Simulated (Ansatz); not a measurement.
Start from `Oc1ccccn1` and change one atom or group to get `Cc1ccccn1`.

Ansatz, PBE0-D4/def2-TZVP geometries, multiplicity 1. Each molecule was computed in one conformer, which needn't be the lowest.

```csv
property,`Oc1ccccn1`
size of the dipole moment (ωB97M-V/def2-TZVPP) / D,1.24
LUMO energy (B3LYP/def2-TZVPP) / eV,-1.00
HOMO–LUMO gap (PBE/def2-TZVPP) / eV,4.19
HOMO–LUMO gap (B3LYP/def2-TZVPP) / eV,5.74
"ideal-gas entropy at 298 K and 1 bar (rigid rotor, harmonic PBE0-D4/def2-TZVP) / J/(mol·K)",307
zero-point energy (PBE0-D4/def2-TZVP) / kJ/mol,246.9
```

Question: What does the change do to each property? (Estimate.)

Answer: Computed: 
```csv
property,`Cc1ccccn1`,shift
size of the dipole moment (ωB97M-V/def2-TZVPP) / D,1.84,0.60
LUMO energy (B3LYP/def2-TZVPP) / eV,-0.94,0.06
HOMO–LUMO gap (PBE/def2-TZVPP) / eV,4.07,-0.12
HOMO–LUMO gap (B3LYP/def2-TZVPP) / eV,6.11,0.37
"ideal-gas entropy at 298 K and 1 bar (rigid rotor, harmonic PBE0-D4/def2-TZVP) / J/(mol·K)",327,20
zero-point energy (PBE0-D4/def2-TZVP) / kJ/mol,305.7,58.8
```

With PBE0 the HOMO falls by 0.35 eV and the LUMO rises by 0.06 eV, so the gap widens by about 0.41 eV. PBE moves the HOMO by 0.15 eV and ωB97M-V by -0.37 eV. The zero-point energy changes by 58.8 kJ/mol with +6 modes. Dipoles are sizes alone; their direction can turn.

B3LYP here is the variant with VWN-RPA as its local correlation; programs differ in this.
